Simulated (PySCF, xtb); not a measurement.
BClH, SMILES [BH]Cl (connectivity only; charge and spin as stated), charge +1, multiplicity 1.

GFN2-xTB (xtb) at its own geometry gives an orbital gap of 5.71 eV.

The structure is a stationary point at ωB97X-D3(BJ)/def2-TZVPD. The spin state was assumed, not searched. The isomer is the one that the SMILES or the coordinates give; other isomers of the formula were not compared.

### Question
What does r2SCAN/def2-TZVPD (PySCF) give? (Estimate from the structure and the level; the computed values follow.)

### Answer
gap 7.56 eV (levels -17.58 and -10.03 eV).
